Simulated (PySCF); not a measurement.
A run for PySCF: R-B3LYP/3-21G on CH5ClGe (SMILES [CH3][GeH2][Cl]), a point of a torsion scan.

```python
from pyscf import gto, scf, dft, mp
from pyscf.data.elements import chemcore

mol = gto.M(
    atom='''
    C    -1.06431086    0.15260340    0.04136250
    Ge    0.85946772   -0.26516956   -0.05361437
    Cl    1.10884745   -2.33484363    0.21450572
    H    -1.46461090   -0.14028976    1.00930069
    H    -1.60535196   -0.39379425   -0.72781069
    H    -1.24495153    1.21402420   -0.09880035
    H     1.47119406    0.09307287   -1.38886378
    H     1.66335003    0.42896716    1.02217820
    ''',
    basis='3-21g',
    charge=0, spin=0, verbose=3, max_memory=1800)
mf = dft.RKS(mol, xc='b3lyp')
mf.conv_tol = 1e-8
mf.max_cycle = 100
mf.kernel()
if not mf.converged:
    mf = mf.newton().run(mf.mo_coeff, mf.mo_occ)
```

Program output:

```
converged SCF energy = -2565.92531425411
```

The calculation finished and met its thresholds.

Cost: very roughly 5 core-seconds.
